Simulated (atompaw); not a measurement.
## Before and after: PAW (atompaw) potential for germanium

```
Element                 : Ge (Z = 32)
Generator               : atompaw 4.2.0.5
Type                    : PAW
Functional              : LDA (PW92)
Relativity              : scalar-relativistic
Frozen core             : [Ar] 3d10
Valence charge          : 4
Reference configuration : 4s1.75 4p2.25
Partial waves           : 4s (bound): rc 1.95 bohr; 4s channel at 3.4 Ry: rc 1.60 bohr; 4p (bound): rc 1.95 bohr; 4p channel at 2.05 Ry: rc 1.95 bohr; 4d channel at 0.1 Ry: rc 1.95 bohr; 4d channel at 0.6 Ry: rc 1.95 bohr
Local potential         : bessel scheme, radius 1.60 bohr
Core correction         : smooth core density matched at 1.95 bohr
Augmentation charge     : sinc compensation charge, radius 1.55 bohr; PAW radius 1.95 bohr; waves and projectors: custom rrkj vanderbiltortho
```

Change: reference 4s2 4p2; removed wave 4d channel at 0.6 Ry: rc 1.95 bohr.

Cutoffs: the cutoffs (Ry, on a coarse ladder) from which the occupation-weighted sum of valence levels, in a spherical-Bessel basis at the reference potential, stays within 10 and 1 mRy of its value at 400 Ry; they do not see the model core or the augmentation charge, which bear on the density cutoff.

**Question.** What does the change do?

**Answer.** Both files are so soft that the ladder of cutoffs tells neither apart; the bound ghost in d disappears; the range in which the d phases agree narrows (upper end 2.2 → 0.9).

| quantity | base | changed |
| --- | --- | --- |
| cutoff, loose | 6 Ry | 6 Ry |
| cutoff, tight | 12 Ry | 12 Ry |
| bound ghosts | d | none |
| s: phases at 1.95 bohr within 0.05 rad from the reference energy up to (Ry; the scan ends near 5) | to the end of the scan | to the end of the scan |
| p: phases at 1.95 bohr within 0.05 rad from the reference energy up to (Ry; the scan ends near 5) | to the end of the scan | to the end of the scan |
| d: phases at 1.95 bohr within 0.05 rad from the reference energy up to (Ry; the scan ends near 5) | 2.2 | 0.9 |
| lowest overlap eigenvalue by channel | s 0.66, p 0.64, d 0.92 | s 0.66, p 0.64, d 1.00 |

 A true bound ghost makes a file unfit for plane-wave use even where its test errors are small: the radial tests pick states by their node count and pass the ghost by. The cutoffs see the waves, projectors and local potential, not the compensation charge or the core.
